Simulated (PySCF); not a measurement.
Phthalide, C8H6O2.
Numbering: `[O:1]=[C:2]1[O:3][CH2:4][c:5]2[cH:6][cH:7][cH:8][cH:9][c:10]21` (hydrogens: H11, H12 on C4; H13 on C6; H14 on C7; H15 on C8; H16 on C9)

Cartesian coordinates in Å at the PBE0-D3(BJ)/def2-SVP level; atoms count from 1:
```xyz
16
C8H6O2 angstrom
O      1.929   -2.420   -0.550
C      1.627   -1.308   -0.234
O      2.542   -0.361    0.113
C      1.928    0.875    0.437
C      0.456    0.640    0.274
C     -0.646    1.469    0.454
C     -1.911    0.931    0.214
C     -2.073   -0.400   -0.195
C     -0.966   -1.226   -0.373
C      0.290   -0.679   -0.131
H      2.202    1.154    1.468
H      2.310    1.656   -0.241
H     -0.535    2.509    0.772
H     -2.794    1.559    0.347
H     -3.078   -0.789   -0.373
H     -1.062   -2.266   -0.691
```

Level: PBE0/pcSseg-1 and B3LYP/def2-SVPD in PySCF, non-relativistic, on one gas-phase PBE0-D3(BJ)/def2-SVP geometry that isn't relaxed in the solvent. The solvent is an IEF-PCM continuum (cavity from Bondi-type radii × 1.2). The model holds no explicit solvent molecules, cavitation or dispersion.

Gas phase at PBE0/pcSseg-1: HOMO -7.82 eV, LUMO -1.54 eV, dipole 5.19 D.

Task: What does the continuum do to the energy, the frontier levels and the dipole at PBE0/pcSseg-1 in cyclohexane and dimethylsulfoxide?

Result: 
| solvent | ε | E(solvent) − E(gas) (kcal/mol) | polarisation term (kcal/mol) | distortion of the solute (kcal/mol) | HOMO (eV) | LUMO (eV) | dipole (D) |
| --- | --- | --- | --- | --- | --- | --- | --- |
| cyclohexane | 2.017 | -3.47 | -3.75 | 0.28 | -7.72 | -1.49 | 5.82 |
| dimethylsulfoxide | 46.83 | -8.79 | -10.65 | 1.86 | -7.62 | -1.48 | 6.84 |

The first energy column is the sum of the next two and covers electrostatics alone. From cyclohexane to dimethylsulfoxide the lowering changes by a factor 2.54, Onsager's factor (ε − 1)/(2ε + 1) by 2.40 and ε itself by 23.2.

Task: Which radius a makes the point-dipole formula ΔE = −[(ε − 1)/(2ε + 1)]·μ²/a³ give the value in dimethylsulfoxide, with the gas-phase dipole?

Result: μ = 2.041 au and |ΔE| = 0.01400 Eh give a = 2.77 Å; the farthest nucleus lies 3.24 Å from the centroid of the nuclei, so such a sphere wouldn't even hold the nuclei. The formula assumes a rigid point dipole at the centre of a sphere.

Task: Which Mulliken charges (PBE0/pcSseg-1) respond most in cyclohexane (means over atoms taken as equivalent)?

Result: 
```
  atoms                  environment  gas (e)  solvent (e)  change
     O1        ester carbonyl oxygen   -0.378       -0.403  -0.025
H11/H12           methylene hydrogen   +0.150       +0.159  +0.009
     O3   ester single-bonded oxygen   -0.464       -0.473  -0.009
    H13            aromatic hydrogen   +0.082       +0.090  +0.008
    H14            aromatic hydrogen   +0.108       +0.115  +0.007
    H15            aromatic hydrogen   +0.108       +0.115  +0.007
     C8           aromatic CH carbon   -0.080       -0.084  -0.004
    C10  substituted aromatic carbon   -0.311       -0.315  -0.004
```

Task: Which Mayer bond orders change most in cyclohexane?

Result: 
```
  bond  length (Å)    gas  solvent  change
 O1–C2       1.195  2.016    2.002  -0.014
 O3–C4       1.417  0.899    0.887  -0.012
 C2–O3       1.362  1.036    1.046  +0.010
C9–C10       1.391  1.369    1.361  -0.008
C10–C2       1.481  1.000    1.005  +0.005
 C4–C5       1.499  1.041    1.045  +0.004
 C7–C8       1.402  1.419    1.415  -0.004
C10–C5       1.389  1.338    1.334  -0.004
```

Task: How do the nuclear quadrupole coupling constants eQVzz/h respond in cyclohexane?

Result: 
```csv
nucleus,Q (barn),gas (MHz),solvent (MHz),η gas,η solvent
17O at O1,-0.0256,9.35,9.17,0.15,0.10
17O at O3,-0.0256,-10.44,-10.30,0.51,0.51
```

Gas phase at B3LYP/def2-SVPD: HOMO -7.61 eV, LUMO -1.78 eV, dipole 5.24 D.

Task: What does the continuum do to the energy, the frontier levels and the dipole at B3LYP/def2-SVPD in cyclohexane and dimethylsulfoxide?

Result: 
| solvent | ε | E(solvent) − E(gas) (kcal/mol) | polarisation term (kcal/mol) | distortion of the solute (kcal/mol) | HOMO (eV) | LUMO (eV) | dipole (D) |
| --- | --- | --- | --- | --- | --- | --- | --- |
| cyclohexane | 2.017 | -3.36 | -3.67 | 0.31 | -7.49 | -1.72 | 5.95 |
| dimethylsulfoxide | 46.83 | -8.58 | -10.71 | 2.13 | -7.36 | -1.70 | 7.12 |

Task: How does the static polarisability (B3LYP/def2-SVPD, frozen core, with the continuum's full static response) change?

Result: 
```tsv
medium	isotropic (au)	principal values (au)	⟨r²⟩ of the electrons (bohr²)
gas	95.5	56.1, 109.7, 120.8	1267.4
cyclohexane	109.2	62.2, 126.4, 138.9	1267.2
dimethylsulfoxide	135.1	77.8, 156.9, 170.5	1266.9
```

The isotropic value in dimethylsulfoxide is 1.41 times the gas-phase one; no cavity-field correction is applied. ⟨r²⟩ is taken about the centre of nuclear charge.
